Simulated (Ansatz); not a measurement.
`N[Si]1([AlH2])CO1` → `C=[N][Al]([OH])[SiH3]`  (isomerisation)

Program: Ansatz. Geometries: PBE0-D4/def2-TZVP. ΔE: electronic, gas phase. CBS: MP2 limit from def2 TZ/QZ plus the TZ coupled-cluster correction, frozen cores. Functionals use def2-TZVPP. Each species was taken in one conformer, which may not be the lowest.

`N[Si]1([AlH2])CO1`:

```xyz
11

N    -1.610    0.216   -0.865
Si   -0.176   -0.110   -0.003
Al    1.855    0.603   -1.153
C    -0.266   -0.408    1.784
O    -0.015   -1.534    0.870
H    -1.620    0.224   -1.872
H    -2.526    0.048   -0.480
H     3.197    0.771   -0.326
H     1.843    0.898   -2.715
H    -1.233   -0.484    2.282
H     0.551   -0.225    2.479
```

`C=[N][Al]([OH])[SiH3]`:

```xyz
11

C     0.590    2.520    0.180
N     0.582    1.298   -0.042
Al    0.494   -0.429   -0.317
O     1.768   -1.248   -1.080
Si   -1.469   -1.673    0.399
H     0.991    2.952    1.111
H     0.198    3.257   -0.539
H     2.569   -0.827   -1.388
H    -1.116   -2.726    1.392
H    -2.472   -0.772    1.033
H    -2.135   -2.352   -0.749
```

**Question.** Is it downhill or uphill in electronic energy at CCSD(T)/CBS, and by how much? (Estimate.)

**Answer.** The calculation gave: Downhill: ΔE = -139.3 kJ/mol.

**Question.** What do these levels give: r2SCAN-D4, ωB97X-V, ωB97M-V, B2PLYP, PBE, r2SCAN, PBE0, HF/def2-TZVPP, MP2/def2-TZVPP, MP2/def2-QZVPP, SCS-MP2/def2-QZVPP, MP2/CBS(def2)? (Best estimate.)

**Answer.** Computed: r2SCAN-D4 -133.2, ωB97X-V -129.8, ωB97M-V -132.4, B2PLYP -148.6, PBE -127.3, r2SCAN -133.6, PBE0 -126.8, HF/def2-TZVPP -169.6, MP2/def2-TZVPP -138.5, MP2/def2-QZVPP -134.5, SCS-MP2/def2-QZVPP -142.2, MP2/CBS(def2) -132.5 kJ/mol.

Largest T1 diagnostic among the species: 0.014.

In def2-TZVPP, CCSD(T) changes the Hartree–Fock value by +24.3 kJ/mol (the triples alone add +2.6 kJ/mol) and MP2 by +31.1 kJ/mol. The D4 term adds +4.3 kJ/mol with B3LYP and +2.0 kJ/mol with PBE0; it sums over pairs of atoms, weighted by their polarisabilities, and B3LYP, whose exchange is more repulsive, gets the larger term.

B3LYP here is the variant with VWN-RPA as its local correlation; programs differ in this.
